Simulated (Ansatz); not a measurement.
## Abstraction of H: C2H7AlS + Ga(SH)2 → C2H6AlS + GaH(SH)2

Gas-phase species: C2H7AlS `[CH3][AlH][S]C`, singlet; Ga(SH)2, doublet; C2H6AlS `[CH3][Al][S]C`, doublet; GaH(SH)2, singlet. A radical takes H: the energy is the difference in strength between the Al–H bond broken and the Ga–H bond made.

Shapes, held fixed at every level: PBE0-D4/def2-TZVP. Flexible molecules stand in one conformer, not always the lowest. Programs: Ansatz 0.2.0. Electronic energies: no zero-point or thermal term.

| level | kind | ΔE (kJ/mol) | less CCSD(T)/def2-TZVPP |
| --- | --- | --- | --- |
| HF/def2-TZVPP | Hartree–Fock | +18.6 | +3.9 |
| PBE0-D4/def2-TZVPP | global hybrid | +12.2 | -2.5 |
| wB97M-V/def2-TZVPP | range-separated hybrid | +27.8 | +13.1 |
| wB97X-V/def2-TZVPP | range-separated hybrid | +17.8 | +3.1 |
| B2PLYP/def2-TZVPP | double hybrid | +19.7 | +5.0 |
| CCSD/def2-TZVPP | coupled cluster or CI | +15.4 | +0.7 |
| CCSD(T)/def2-TZVPP | coupled cluster or CI | +14.7 | 0.0 |

The highest level, CCSD(T)/def2-TZVPP, gives ΔE = +14.7 kJ/mol; the levels span +12.2 to +27.8. The column of differences is taken from that level and isn't an error. No measured value is set beside it here. Open shells run unrestricted. Relativity is left out for Ga. Outer-core shells of Ga are correlated, in sets that cover them unevenly.
